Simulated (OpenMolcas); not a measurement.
A calculation on K I.

* Program: OpenMolcas 26.06
* Method: CASSCF
* Basis: ANO-RCC-VQZP [7s6p3d2f1g]
* Scalar Hamiltonian: DKH2, point nucleus
* Active space: 1 electron in 9 orbitals (3d 4s 4p)
* State averaging: 2S+1 = 2 even, 1 root; 2S+1 = 2 odd, 3 roots
* Spin-orbit coupling: RASSI with atomic mean-field integrals over the reference wave functions, term energies averaged over their components

(1) Which level of the active space comes out lowest?

(2) How high does 4p ²P°_1/2 lie?

(3) How high does 4p ²P°_3/2 lie?

Measured values: NIST Handbook of Basic Atomic Spectroscopic Data.

Results:

(1) 4s ²S_1/2, with 100 % of that term; it is also the measured ground level.

(2) 1.4253 eV above the lowest level; measured 1.6100 eV above the ground level, so the calculation is off by -11 %.

(3) 1.4296 eV above the lowest level; measured 1.6171 eV above the ground level, so the calculation is off by -12 %.

ANO sets are built for ground and valence states and can reach diffuse excited orbitals poorly. With one active electron the reference holds no correlation, so core polarisation is missing. No level of 3d was computed, though it lies in the active space. Computed and measured levels are paired by configuration, term and J; levels that our copy of the source lacks, or whose pairing is in doubt (as where it misses far off the trend of its configuration), stay unpaired and out of the deviations. Levels of configurations outside the active space are missing.

° marks odd parity.
